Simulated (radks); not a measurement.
Tl+, configuration [Hg].

All-electron calculation, scalar-relativistic Kohn-Sham, PBE, spin-polarised, spherical densities, point nucleus; hard spherical wall at 15 bohr. Program: a radial shooting solver on a logarithmic mesh with Libxc functionals.

Energy parts (hartree):
total: -20245.7559
kinetic: 22811.9855
electron-nucleus: -50478.7420
Hartree: 7799.1437
exchange-correlation: -378.1431

Orbitals (lengths in bohr, moments of r in powers of bohr; <r^-3> diverges for s and p1/2; r(max) is where P^2 peaks; r(90%) holds 90 % of the orbital's charge):
orbital,occ.,eigenvalue (hartree),<r>,r(max),r(90%),<r^-3>
1s,2,-3147.435,0.01631,0.01003,0.0299,-
2s,2,-560.6059,0.06873,0.05812,0.107,-
2p,6,-482.1054,0.06235,0.04833,0.102,28150
3s,2,-134.0158,0.1775,0.1639,0.260,-
3p,6,-111.4278,0.1793,0.1638,0.268,6501
3d,10,-88.05590,0.1624,0.1334,0.252,795.2
4s,2,-30.11969,0.3916,0.3688,0.561,-
4p,6,-22.71747,0.4176,0.3890,0.605,1587
4d,10,-14.04927,0.4398,0.3954,0.655,171.0
4f,14,-4.45778,0.4677,0.3580,0.745,34.16
5s,2,-5.08175,0.8771,0.8077,1.25,-
5p,6,-3.06449,1.008,0.9046,1.46,285.0
5d,10,-0.83623,1.383,1.115,2.12,18.28
6s,2,-0.59935,2.388,2.046,3.50,-
6p,0,-0.30097,3.265,2.704,4.88,19.96

The highest occupied level is 6s at -16.309 eV. The pressure on the wall is 1.78e-09 GPa. The density falls to 0.001 e/bohr^3 at r = 3.95 bohr. Summed over all electrons, <r^2> = 52.03 bohr^2, which gives a Langevin (diamagnetic) susceptibility term of -41.2 x 10^-6 cm^3/mol.
